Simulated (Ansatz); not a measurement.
The cluster Li₇Sn. Charge 0, multiplicity 2. Geometry PBE0-D4/def2-TZVP.

```xyz
8

Li    0.1368    1.6483    1.3791
Li    0.3362    1.1518   -1.3508
Li   -0.6687   -2.8754    1.3694
Li    2.9294    2.3442    0.0788
Li   -0.4932   -2.2342   -1.5893
Li   -2.8482    1.1408   -0.5650
Li    1.6508   -0.6657    0.3967
Sn   -1.0432   -0.5098    0.2812
```

In the def2 sets Sn takes a core potential; there is no spin–orbit coupling. LC-ωPBE has ω = 0.4 bohr⁻¹. At r2SCAN-D4/def2-TZVP, r2SCAN0-D4/def2-TZVP, LC-ωPBE/def2-TZVP the charge 0 doublet is spin-contaminated (final ⟨S²⟩ up to 0.97, 0.75 for a pure state). Another isomer (doublet) lies 0.15 eV lower at PBE0-D4/def2-TZVP; other spin states weren't run for this one.

(1) Estimate the α-spin orbital energies around the gap (eV) in Ansatz with PBE-D4/def2-TZVP, r2SCAN-D4/def2-TZVP, PBE0-D4/def2-TZVP, r2SCAN0-D4/def2-TZVP, LC-ωPBE/def2-TZVP.

## Answers

(1) 
```tsv
orbital	PBE-D4/def2-TZVP	r2SCAN-D4/def2-TZVP	PBE0-D4/def2-TZVP	r2SCAN0-D4/def2-TZVP	LC-ωPBE/def2-TZVP
HOMO−9	-22.93	-23.47	-25.55	-25.96	-27.80
HOMO−8	-22.90	-23.45	-25.52	-25.94	-27.76
HOMO−7	-22.87	-23.42	-25.49	-25.90	-27.72
HOMO−6	-22.86	-23.41	-25.48	-25.89	-27.71
HOMO−5	-9.36	-9.66	-10.61	-10.83	-13.67
HOMO−4	-4.45	-4.54	-5.19	-5.21	-7.21
HOMO−3	-4.20	-4.33	-4.90	-5.00	-6.90
HOMO−2	-3.74	-3.81	-4.32	-4.37	-6.07
HOMO−1	-3.04	-3.05	-3.53	-3.56	-5.12
HOMO	-2.58	-2.62	-2.94	-2.98	-4.19
LUMO	-1.97	-1.80	-1.48	-1.39	-0.12
LUMO+1	-1.81	-1.62	-1.31	-1.19	0.09
LUMO+2	-1.72	-1.55	-1.20	-1.11	0.20
LUMO+3	-1.50	-1.30	-0.99	-0.90	0.40
LUMO+4	-1.38	-1.16	-0.86	-0.76	0.56
LUMO+5	-1.23	-0.99	-0.69	-0.58	0.79
β HOMO	-3.00	-3.06	-3.50	-3.56	-5.13
β LUMO	-1.96	-1.66	-1.44	-1.28	-0.07
```
